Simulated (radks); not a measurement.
Problem. The mean radii <r> (bohr) of the occupied orbitals of an atom or ion are listed with their occupations. Method: Dirac Kohn-Sham, PBEsol, spin-unpolarised, spherical densities, point nucleus; computed with a radial shooting solver on a logarithmic mesh with Libxc functionals.

orbital     occ.      <r>
1s1/2          2  0.08112
2s1/2          2   0.3874
2p1/2          2   0.3484
2p3/2          4   0.3509
3s1/2          2    1.202
3p1/2    1.33333    1.289
3p3/2    2.66667    1.295

Name the element and its charge. Open shells, if any, are shared by 2j + 1.

Solution. Z = 19, potassium, charge +3: K3+ in [Ne] 3s2 3p4. The 1s radius gives Z: for a bare nucleus <r> = (2 gamma + 1)/(2Z) with gamma = sqrt(1 - (Z/c)^2), 0.07844 bohr for Z = 19, and screening makes it slightly larger (0.08112 here). The occupations add up to 16, and the charge is Z minus that.
